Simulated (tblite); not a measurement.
Species: C4H2F3O (doublet state).
Z-matrix (Å and degrees, GFN2-xTB geometry), rows numbered from 1:
```
F 
C   1  1.3382
C   2  1.3053  1  121.97
O   3  1.3208  2  135.16  1   178.58
C   4  1.3283  3  122.91  2   -65.13
F   5  1.3443  4  116.09  3    12.54
C   5  1.3397  4  125.55  3  -166.99
F   7  1.3349  5  121.37  4    -0.26
H   2  1.0937  1  110.86  3  -175.29
H   7  1.0765  5  123.63  4  -178.86
```

Computed with GFN2-xTB (tblite): harmonic, unscaled wavenumbers at the GFN2-xTB geometry, gas phase. The method is semi-empirical: single wavenumbers can be off by several per cent or more. One conformer, not necessarily the lowest. Open shells enter through the occupations alone, without spin polarisation, and single modes of such species can be off by tens of per cent.

Harmonic wavenumbers (cm⁻¹): 51.7, 72.3, 145.5, 177.0, 263.9, 283.9, 337.7, 455.6, 487.0, 508.8, 672.1, 680.4, 693.5, 867.4, 1041.3, 1118.2, 1155.7, 1176.4, 1211.9, 1249.1, 1669.7, 1765.4, 2873.5, 3123.9.

A = 6230, B = 915.3, C = 809.3 MHz; mass 123.006 u (most abundant isotopes); point group C1, symmetry number 1; spin multiplicity 2.

Problem. Zero-point energy?

Solution. ½Σν̃ = 11041 cm⁻¹ = 132.08 kJ/mol.

Problem. Give the ideal-gas entropy at 200 K and 1 bar in the rigid-rotor, harmonic-oscillator model (classical rotation).

Solution. Translation 160.57, rotation 114.83, vibration 61.02, spin (R ln 2) 5.76: S = 342.2 J/(mol K).

Problem. And Cp and H(200 K) − H(0)?

Solution. Cp = 97.79 J/(mol K), of which vibrations give 64.54 (their classical limit is 24 R = 199.5); H(200 K) − H(0) = 13.29 kJ/mol without the zero-point energy, 6.64 from vibrations.

Problem. What must be added to the electronic energy to get the Gibbs energy at 200 K and 1 bar?

Solution. ZPE + [H(200 K) − H(0)] − T·S = 132.08 + 13.29 − 68.44 = 76.93 kJ/mol.

Problem. Which modes carry the vibrational entropy at 200 K?

Solution. 51.7 cm⁻¹: 16.59; 72.3 cm⁻¹: 13.84; 145.5 cm⁻¹: 8.30; 177.0 cm⁻¹: 6.85; 263.9 cm⁻¹: 4.13; 283.9 cm⁻¹: 3.69 J/(mol K); the other 18 give 7.62 together.

Problem. Blend soft modes into free rotors: weight 1/[1 + (100 cm⁻¹/ν̃)⁴] for the oscillator and the rest for a rotor with moment μB/(μ + B), μ = h/(8π²ν), B = 10⁻⁴⁴ kg m². What vibrational entropy results?

Solution. 56.25 J/(mol K) in place of 61.02, which changes −T·S at 200 K by +0.95 kJ/mol.

Problem. How do the functions run with temperature in this model?

Solution. 
```
 T (K)  S (J/(mol K))  Cp (J/(mol K))  H − H(0) (kJ/mol)  G − H(0) (kJ/mol)  ln q(vib)
   150          316.2            83.5               8.75             -38.67       2.34
   250          365.4           110.8              18.51             -72.85       4.34
298.15          385.9           122.2              24.12             -90.94       5.27
   400          424.8           142.9              37.66            -132.27       7.18
   600          488.6           171.1              69.29            -223.86      10.66
   900          562.9           194.5             124.52            -382.09      15.23
```

q(vib) and H(0) count from the zero-point level.

Hindered rotation and anharmonicity are outside this model. Other conformers, if any are populated, would add a mixing term that is left out. The structure is chiral; the term R ln 2 for an equal mix with its mirror image is left out.
